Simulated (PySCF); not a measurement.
Bonds: Si1-O2, Si1-O4, Si1-O6, Si1-N8, O2-C3, O4-C5, O6-C7, N8-Si9. C3 carries H10, H11, H12; C5 carries H13, H14, H15; C7 carries H16, H17, H18; N8 carries H19; Si9 carries H20, H21, H22.

Relativity neglected, one averaged value for each set of equivalent atoms, a single conformation, isolated molecule. Shielding tensors at KT2/pcSseg-1 (GIAO); geometry: PBE0-D3(BJ)/def2-SVP; PySCF 2.14.0 with density-fitted response routines.

Referencing at the same level of theory: ¹³C (σ = 183.22 ppm), ¹H (σ = 31.18 ppm), ²⁹Si (σ = 361.05 ppm) against TMS; ¹⁷O (σ = 330.66 ppm) against H2O; NH3 for ¹⁵N (σ = 264.30 ppm).

```
                              atoms  nucleus  count  δ (ppm)
                                 N8      ¹⁵N      1     13.9
                                Si9     ²⁹Si      1    -57.9
H10/H11/H12/H13/H14/H15/H16/H17/H18       ¹H      9        ?
                                Si1     ²⁹Si      1    -64.6
                           C3/C5/C7      ¹³C      3     53.6
                        H20/H21/H22       ¹H      3     4.80
                           O2/O4/O6      ¹⁷O      3     33.3
                                H19       ¹H      1        ?
```

Q: Complete the table.

A: 
- H10/H11/H12/H13/H14/H15/H16/H17/H18: 3.72 ppm, hydrogen on a carbon bonded to O
- H19: -0.28 ppm, hydrogen on a nitrogen bonded to 2 Si

OH/NH shifts are gas-phase values; hydrogen bonding in solution moves them, usually downfield. Shifts are as computed. Against solution values, carbons near 30 ppm lie about +2 ppm off and those near 130 ppm about -5 ppm. Of 1313 compounds with measured shifts, 239 miss one by over three times the rms of a fit or turn the order of signals round; such compounds aren't used in these exercises. Experimental scales use liquid or dissolved standards, which lie at an offset from isolated NH3 (liquid NH3: subtract about 20 ppm) and H2O (liquid H2O: subtract about 36 ppm).
